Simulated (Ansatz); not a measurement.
Start from `C=C=C(O)CO` and change one atom or group to get `C=C=C(O)[SiH2]O`.

Ansatz, PBE0-D4/def2-TZVP geometries, multiplicity 1. Each molecule was computed in one conformer, which needn't be the lowest.

```csv
property,`C=C=C(O)CO`
HOMO–LUMO gap (B3LYP/def2-TZVPP) / eV,5.96
LUMO energy (ωB97M-V/def2-TZVPP) / eV,1.67
LUMO energy (B3LYP/def2-TZVPP) / eV,-0.58
HOMO energy (B3LYP/def2-TZVPP) / eV,-6.55
HOMO–LUMO gap (PBE/def2-TZVPP) / eV,4.19
HOMO energy (PBE0/def2-TZVPP) / eV,-6.74
```

Give the same properties after the change, and the shifts. (An estimate is asked.)

Ansatz gave: 
```tsv
property	`C=C=C(O)[SiH2]O`	shift
HOMO–LUMO gap (B3LYP/def2-TZVPP) / eV	5.82	-0.14
LUMO energy (ωB97M-V/def2-TZVPP) / eV	1.34	-0.33
LUMO energy (B3LYP/def2-TZVPP) / eV	-0.84	-0.26
HOMO energy (B3LYP/def2-TZVPP) / eV	-6.66	-0.11
HOMO–LUMO gap (PBE/def2-TZVPP) / eV	4.08	-0.11
HOMO energy (PBE0/def2-TZVPP) / eV	-6.87	-0.13
```

With PBE0 the HOMO falls by 0.13 eV and the LUMO falls by 0.28 eV, so the gap narrows by about 0.15 eV. PBE moves the HOMO by -0.13 eV and ωB97M-V by -0.11 eV.

B3LYP here is the variant with VWN-RPA as its local correlation; programs differ in this.
